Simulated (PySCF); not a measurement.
C₄H₈NSi₃ (doublet state).
Geometry (GFN2-xTB, Å), atoms numbered from 1 in this order:
```xyz
16
C4H8NSi3 angstrom
C      2.343    1.662    1.464
C      2.107    0.632    0.891
Si     1.674   -0.945    0.024
Si    -0.619   -1.226    0.230
C     -1.233   -2.198   -1.244
N     -1.572   -2.808   -2.155
C     -1.603    0.403    0.125
Si    -1.178    1.346   -1.472
H      2.564    2.562    1.963
H      2.136   -0.812   -1.363
H      2.451   -2.006    0.681
H     -1.046   -2.037    1.388
H     -1.387    1.026    0.995
H     -2.672    0.192    0.150
H      0.190    1.857   -1.444
H     -2.163    2.361   -1.832
```

The hyperfine couplings belong to this conformer and change with its torsions.

Identity: `C([Si@H]([SiH2]C#C)C#N)[SiH2]` [radical].

Method used: UKS B3LYP, pcH-1 on C H N Si, non-relativistic, mean-field spin-orbit, GIAO in PySCF. The structure is a single GFN2-xTB conformer in the gas phase; no vibrational or solvent corrections. Couplings are sensitive to structure, and on GFN2-xTB geometries they can be far from those on DFT ones, by a factor of two or more for some ions and for spin on atoms past the first row. The SCF solution wasn't tested for stability.

Task: Give the isotropic g value and a_iso(29Si) at Si8.

Result: g_iso = 2.00353 and a = -451.08 MHz, or -16.086 mT (Mulliken spin population +0.99). 29Si makes up about 4.7 % of the natural element, so this concerns labelled samples or satellites.

Task: Take this nucleus alone (I = 1/2, g_N = -1.1106) with S = 1/2. Where do its 2 lines fall at 33.802 GHz to first order, to second order and exactly?

Result: B0 = hν/(g μB) = 1205.411 mT and a/B0 = -0.0133. B(1) = B0 − a·mI, B(2) = B(1) − a²[I(I+1) − mI²]/(2B0); the exact values solve the Breit–Rabi equation, nuclear Zeeman term included.

| mI | first order (mT) | second order (mT) | exact (mT) | exact − first order |
| --- | --- | --- | --- | --- |
| −1/2 | 1197.368 | 1197.314 | 1197.314 | -0.054 |
| +1/2 | 1213.454 | 1213.400 | 1213.401 | -0.053 |

Task: What g and a would be read from the two outer exact lines by first-order rules?

Result: Their midpoint, 1205.357 mT, gives an apparent g of 2.00362 (true 2.00353), and their distance over 2I an apparent |a| of 16.087 mT (true 16.086).

Task: What levels remain at zero field?

Result: F = I ± 1/2 = 1 and 0, at a·I/2 = -112.8 MHz and −a(I+1)/2 = +338.3 MHz, that is |a|(I + 1/2) = 451.1 MHz apart; F = 1 lies lower.

Other couplings of abundant isotopes, left aside here: 1 × 1H 60 MHz, 2 × 1H 30 MHz.

Nuclei that the bonding pattern makes equivalent are averaged, as if the motion that swaps them (rotation, inversion, ring flip) were fast.
